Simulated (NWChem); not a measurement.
Molecule: CH$_{4}$F$_{2}$Si; SMILES C[SiH](F)F

```xyz
8

Si    -0.0002    -0.0644     0.3359
C     -0.0006     1.6903    -0.2370
F     -1.2958    -0.8298    -0.2564
F      1.2953    -0.8297    -0.2570
H      0.0002    -0.2473     1.8062
H     -0.8919     2.2208     0.1318
H      0.8925     2.2203     0.1284
H     -0.0026     1.7369    -1.3368
```
Atoms are numbered in this order, from 1.

All runs: NWChem. Pople sets run with spherical d functions. Coordinates come from a PBE0/def2-SVP optimisation. Level: B3LYP/6-31G* with SMD (1 M gas to 1 M solution), gas-phase geometry. Reactions with the solvent are ignored.

```csv
solvent,dielectric constant,solvation free energy (kcal/mol),cavity-dispersion-structure term (kcal/mol),dipole in solution (D)
water,78.4,0.2,3.6,2.64
acetone,20.5,-2.8,0.4,2.62
1-propanol,20.5,-2.7,0.5,2.62
"1,4-dioxane",2.21,-0.8,1.0,2.42
```
